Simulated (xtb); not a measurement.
Harmonic IR lines of one isomer of CH₅BO, unscaled. Computed with GFN2-xTB in xtb.

wavenumber (cm⁻¹): 543 (w), 765 (m), 900 (vs), 1046 (m), 1126 (m), 1326 (vs), 1385 (m), 2503 (s), 3018 (w), 3030 (w), 3057 (w)

Problem. Identify which structure gives these lines.
A. `BOC`
B. `BCO`
C. `CBO`

Solution. C, `CBO`
